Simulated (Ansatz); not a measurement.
Isolated molecules relaxed with PBE0-D4/def2-TZVP in Ansatz; ΔE leaves out vibrations. CCSD(T)/CBS adds triple-zeta CCSD(T) − MP2 to the extrapolated MP2 energy (def2 sets, frozen cores). DFT in def2-TZVPP. Each species was taken in one conformer, which may not be the lowest.

Consider the redistribution: `CN[SiH2]N` + `N[SiH2]C[SiH2]Cl` → `N[SiH2]C[SiH2]N` + `CN[SiH2]Cl`.

`CN[SiH2]N`:

```xyz
12

C    -0.395   -1.488    1.168
N    -0.578   -0.500    0.131
Si    0.657    0.476   -0.537
N    -0.059    1.911   -1.133
H    -1.247   -1.504    1.856
H     0.491   -1.237    1.756
H    -0.254   -2.506    0.783
H    -1.420   -0.622   -0.409
H     1.392   -0.060   -1.723
H     1.642    0.609    0.578
H     0.322    2.373   -1.941
H    -0.553    2.548   -0.530
```

`N[SiH2]C[SiH2]Cl`:

Z-matrix (Å, degrees):
```
Si
C 1 1.873
N 1 1.721 2 109.5
H 1 1.484 2 111.5 3 117.1
H 1 1.495 2 106.8 3 -124.8
Si 2 1.855 1 115.7 3 172.3
H 2 1.098 1 108.2 3 52.9
H 2 1.095 1 109.0 3 -63.3
H 3 1.008 1 120.7 2 -62.3
H 3 1.007 1 119.0 2 154.9
Cl 6 2.063 2 110.0 1 53.8
H 6 1.484 2 112.0 1 172.5
H 6 1.483 2 111.1 1 -64.8
```

`N[SiH2]C[SiH2]N`:

```xyz
15

N    -0.237   -0.911    1.805
Si   -0.883    0.550    1.173
C    -1.107    0.421   -0.679
Si    0.367   -0.336   -1.537
N     1.786    0.015   -0.602
H     0.713   -1.146    1.557
H    -0.459   -1.191    2.746
H    -0.046    1.766    1.421
H    -2.184    0.764    1.866
H    -1.303    1.419   -1.085
H    -1.984   -0.197   -0.899
H     0.274   -1.818   -1.588
H     0.430    0.151   -2.950
H     2.639   -0.469   -0.837
H     1.992    0.981   -0.391
```

`CN[SiH2]Cl`:

Cartesian coordinates in Å:
```
C 1.130 0.069 0.843
N -0.002 0.662 0.159
Si -0.956 -0.162 -0.977
Cl -2.127 -1.684 -0.190
H 0.854 -0.440 1.773
H 1.884 0.826 1.074
H 1.602 -0.670 0.191
H -0.430 1.419 0.669
H -1.888 0.811 -1.587
H -0.067 -0.830 -1.953
```

```
         level  ΔE (kJ/mol)
           PBE         -6.3
        r2SCAN         -7.0
 HF/def2-TZVPP         -0.4
CCSD/CBS(def2)         -4.1
```

Q: What does CCSD(T)/CBS give? (Best estimate.)

A: Ansatz gave: -5.5 kJ/mol. The listed levels differ from it by -0.8, -1.5, 5.1, 1.4 kJ/mol.

Largest T1 diagnostic among the species: 0.010.

The D4 term adds −4.9 kJ/mol with B3LYP and −2.7 kJ/mol with PBE0; it sums over pairs of atoms, weighted by their polarisabilities, and B3LYP, whose exchange is more repulsive, gets the larger term. In def2-TZVPP, CCSD(T) changes the Hartree–Fock value by −6.5 kJ/mol (the triples alone add −1.3 kJ/mol) and MP2 by −6.5 kJ/mol.

B3LYP here is the variant with VWN-RPA as its local correlation; programs differ in this.
